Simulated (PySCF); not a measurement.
C₄H₄ClF, SMILES C=C(Cl)/C=C\F. Atoms are numbered in the order given.

```xyz
10

C      1.1048    -1.9845     0.0000
C      0.4670    -0.8020     0.0000
Cl    -1.2869    -0.7829     0.0000
C      1.1705     0.4759     0.0000
C      0.7055     1.7332     0.0000
F     -0.5772     2.0801     0.0000
H      0.5566    -2.9269     0.0000
H      2.1967    -2.0150     0.0000
H      2.2608     0.3940     0.0000
H      1.3714     2.6013     0.0000
```
Charge 0, spin multiplicity 1.

Coordinates come from a B3LYP-D3(BJ)/def2-SVP optimisation. The structure was generated by enumeration; whether it is a known compound was not checked. One conformer was computed; it need not be the lowest.

The numbers are results of CAM-B3LYP/def2-TZVP run with PySCF, not measurements.

Isolated molecule, no solvent.

```yaml
total_energy: -714.83985 hartree
point_group: Cs
highest_occupied_level: -8.17 eV
lowest_empty_level: -0.18 eV
orbital_gap: 7.99 eV
dipole_moment: 2.61 D
quadrupole, principal values (traceless, Buckingham form, about the centre of nuclear charge): -6.00, 0.63, 5.36 D·Å
mean_static_polarisability: 63.9 bohr³ (9.47 Å³)
polarisability_principal_values: 37.1, 62.8, 91.8 bohr³
```
